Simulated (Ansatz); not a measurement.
`O[SiH2][SiH]1CO1` and `[SiH3][SiH]1CO1` differ in one atom or group.

Ansatz, PBE0-D4/def2-TZVP geometries, multiplicity 1. Each molecule was computed in one conformer, which needn't be the lowest.

```csv
property,`O[SiH2][SiH]1CO1`
LUMO energy (PBE/def2-TZVPP) / eV,-1.97
size of the dipole moment (ωB97M-V/def2-TZVPP) / D,1.69
HOMO energy (B3LYP/def2-TZVPP) / eV,-7.42
HOMO–LUMO gap (PBE/def2-TZVPP) / eV,4.46
HOMO–LUMO gap (ωB97M-V/def2-TZVPP) / eV,10.43
HOMO energy (PBE0/def2-TZVPP) / eV,-7.64
```

What does the change do to each property? (Best estimate.)

Ansatz gave: 
```tsv
property	`[SiH3][SiH]1CO1`	shift
LUMO energy (PBE/def2-TZVPP) / eV	-1.78	0.19
size of the dipole moment (ωB97M-V/def2-TZVPP) / D	1.89	0.20
HOMO energy (B3LYP/def2-TZVPP) / eV	-7.29	0.13
HOMO–LUMO gap (PBE/def2-TZVPP) / eV	4.53	0.07
HOMO–LUMO gap (ωB97M-V/def2-TZVPP) / eV	10.54	0.11
HOMO energy (PBE0/def2-TZVPP) / eV	-7.52	0.12
```

With PBE0 the HOMO rises by 0.12 eV and the LUMO rises by 0.19 eV, so the gap widens by about 0.07 eV. PBE moves the HOMO by 0.11 eV and ωB97M-V by 0.10 eV. Dipoles are sizes alone; their direction can turn.

B3LYP here is the variant with VWN-RPA as its local correlation; programs differ in this.
